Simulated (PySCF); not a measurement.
## Spin states of BeF⁺

Unrestricted PBE0; PySCF, no relativity, basis sets Be cc-pVTZ, F cc-pVTZ. Outer shells of the fragments: Be+ 2s1; F 2s2 2p5.

Followed along the bond (rough minima from three points):

```tsv
2Ms+1	unpaired	⟨S²⟩ at the start	R at minimum (Å)	Te (eV)
1	none	0.00	1.32	0.00
3	σ ↑, π ↑	2.00	none in the scan	≤ 5.45
```

Solutions found at the starting distance of 1.675 Å, counted from the lowest of them; the search is not exhaustive and high or unbound solutions are not listed, so other states can lie among these:

```tsv
2Ms+1	unpaired	term	E (eV)	⟨S²⟩	⟨Lz²⟩	μ (D)
1	none	¹Σ⁺	0.00	0.00	0.00	-9.63
3	σ ↑, π ↑	³Π	3.84	2.00	1.00	-2.49
1	σ ↑, π ↓	mixed	3.88	1.00	1.00	-2.42
3	σ ↑↑	³Σ⁺	5.09	2.00	0.00	-2.59
3	π ↑↑	mixed	6.74	2.00	2.00	-4.14
3	π ↑↑	mixed	6.89	2.00	2.00	-4.09
3	σ ↑, π ↑	³Π	8.10	2.00	1.00	-4.19
```

A term symbol is given only where ⟨S²⟩ and ⟨Lz²⟩ are close to those of a pure state; real π, δ and φ orbitals otherwise mix terms. A positive dipole points towards F; it is taken about the centre of mass and depends on that origin.

Counting both spins, an empty level lies below a filled one in some of these solutions, because spin and occupation are held.
